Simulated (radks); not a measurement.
Values are calculated unless marked as measured or tabulated.
Polarisability of the osmium ion Os4+, [Xe] 4f14 5d4, at imaginary frequency. Code: a radial shooting solver on a logarithmic mesh with Libxc functionals. Model: scalar-relativistic Kohn-Sham, LB94 model potential, spin-polarised, spherical densities, finite nucleus; open shells are filled with parallel spins first (spin-orbit coupling, left out, can overturn this in heavy ions); Fermi nuclear charge, rms radius 5.4126 fm. Response by self-consistent Sternheimer equations with the Hartree and adiabatic LDA kernel, the relativistic mass of each level held fixed and spin-orbit coupling left out.

w (hartree)  alpha1(iw) (bohr^3)
0.00266                    4.788
0.0143                     4.787
0.0360                     4.782
0.0697                     4.766
0.118                      4.726
0.186                      4.639
0.280                      4.472
0.413                      4.181
0.605                      3.730
0.892                      3.113
1.35                       2.362
2.12                       1.557
3.59                      0.8396
6.94                      0.3463
17.5                     0.09091

Static values: alpha1 = 4.788 bohr^3 (0.7095 angstrom^3; uncoupled 7.044). C6 = 23.56, triple-dipole C9 = 77.35 atomic units. One-pole (London) frequency 4 C6 / (3 alpha1^2) = 1.370 hartree, against 2.098 for minus the highest occupied eigenvalue.
